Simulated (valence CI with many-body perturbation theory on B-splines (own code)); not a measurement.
**Level structure of Br¹²⁺**

Computed by configuration interaction combined with many-body perturbation theory (CI+MBPT): five valence electrons over a frozen Dirac-Fock core [Ar], a basis of 7 s, 7 p, 8 d, 6 f, 4 g, 1 h functions for each j, with the one-electron correlation potential Σ1, the two-electron term Σ2, the three-electron term Σ3, Breit, model QED; selected CI, second order for the rest, scaled by the run's own slope (own B-spline code, finite nucleus).

No measured levels were compared; by estimate terms of the open shell hold to 2 to 4 % of their energy, and close levels can change places. Among the levels kept, up to 290 cm⁻¹ of a level comes from second order outside the variational space, and about a tenth of that is noise between levels of different J, which matters for small intervals. The list stops below the first excitations out of the core. Only levels of the ground parity were solved; by the run's estimate the other parity begins above the list, which can be wrong where configurations are misplaced.

Levels 1 to 37 of 37, with energies above the lowest level, 3d⁵ ⁶S_5/2. "Leading %" is the weight of the configuration and term that name the level; weights of strongly mixed levels are sums over their largest components and can fall short. In the jj column 3d3/2^4 stands for four electrons in 3d with j = 3/2.

```csv
No.,Configuration,Term,J,E (eV),Leading %,Leading jj,g
1,3d⁵,⁶S,5/2,0.000,98,3d3/2^2 3d5/2^3 (41 %),1.995
2,3d⁵,⁴G,5/2,8.609,90,3d3/2^2 3d5/2^3 (32 %),0.621
3,3d⁵,⁴G,11/2,8.714,98,3d3/2^2 3d5/2^3 (48 %),1.268
4,3d⁵,⁴G,7/2,8.738,96,3d3/2^3 3d5/2^2 (45 %),0.991
5,3d⁵,⁴G,9/2,8.794,98,3d3/2^2 3d5/2^3 (64 %),1.171
6,3d⁵,⁴P,5/2,9.305,62,3d3/2^4 3d5/2 (36 %),1.473
7,3d⁵,⁴P,3/2,9.538,69,3d3/2^3 3d5/2^2 (63 %),1.563
8,3d⁵,⁴P,1/2,9.818,84,3d3/2^2 3d5/2^3 (53 %),2.260
9,3d⁵,⁴D,7/2,10.565,95,3d3/2^2 3d5/2^3 (61 %),1.414
10,3d⁵,⁴D,1/2,10.948,85,3d3/2^2 3d5/2^3 (79 %),0.400
11,3d⁵,⁴D,5/2,11.064,68,3d3/2^3 3d5/2^2 (31 %),1.416
12,3d⁵,⁴D,3/2,11.118,69,3d3/2 3d5/2^4 (46 %),1.342
13,3d⁵,²I,11/2,12.541,91,3d3/2^2 3d5/2^3 (51 %),0.937
14,3d⁵,²I,13/2,12.765,100,3d3/2^2 3d5/2^3 (100 %),1.076
15,3d⁵,²D,5/2,13.248,49,3d3/2 3d5/2^4 (28 %),1.075
16,3d⁵,²D,3/2,13.685,71,3d3/2^2 3d5/2^3 (63 %),0.702
17,3d⁵,²F,7/2,14.039,57,3d3/2^3 3d5/2^2 (55 %),1.147
18,3d⁵,⁴F,9/2,14.254,68,3d3/2^3 3d5/2^2 (56 %),1.252
19,3d⁵,⁴F,5/2,14.594,82,3d3/2^2 3d5/2^3 (73 %),1.008
20,3d⁵,⁴F,7/2,14.849,53,3d3/2 3d5/2^4 (69 %),1.202
21,3d⁵,⁴F,3/2,15.087,71,3d3/2 3d5/2^4 (54 %),0.520
22,3d⁵,²H,9/2,15.233,62,3d3/2^2 3d5/2^3 (86 %),1.033
23,3d⁵,²F,5/2,15.832,52,3d5/2^5 (50 %),1.015
24,3d⁵,²G,7/2,15.858,89,3d3/2^2 3d5/2^3 (79 %),0.918
25,3d⁵,²H,11/2,15.933,90,3d3/2 3d5/2^4 (77 %),1.078
26,3d⁵,²G,9/2,16.498,58,3d3/2 3d5/2^4 (70 %),1.065
27,3d⁵,²F,5/2,16.874,86,3d3/2^2 3d5/2^3 (56 %),0.888
28,3d⁵,²F,7/2,17.042,88,3d3/2 3d5/2^4 (47 %),1.144
29,3d⁵,²S,1/2,18.414,98,3d3/2^3 3d5/2^2 (39 %),1.995
30,3d⁵,²D,3/2,20.551,99,3d3/2^3 3d5/2^2 (35 %),0.801
31,3d⁵,²D,5/2,20.755,95,3d3/2 3d5/2^4 (41 %),1.186
32,3d⁵,²G,9/2,22.855,100,3d3/2^2 3d5/2^3 (81 %),1.110
33,3d⁵,²G,7/2,22.944,98,3d3/2^2 3d5/2^3 (47 %),0.891
34,3d⁵,²P,3/2,27.490,95,3d3/2^2 3d5/2^3 (74 %),1.307
35,3d⁵,²P,1/2,27.677,99,3d3/2^2 3d5/2^3 (46 %),0.677
36,3d⁵,²D,5/2,30.040,99,3d3/2^2 3d5/2^3 (82 %),1.199
37,3d⁵,²D,3/2,30.195,95,3d3/2 3d5/2^4 (57 %),0.823
```

Names give the largest LS component (configuration and term), which can be under half, so a name can repeat, a term be missing and a line seem to break the LS rules; names also repeat where a configuration has a term twice.

The ionisation energy to 3d⁴ ⁵D0 of the next ion comes out as 392.36 eV (NIST: 393 ± 3 eV (theoretical)). All 37 levels together are meant to be complete up to 76.728 eV.
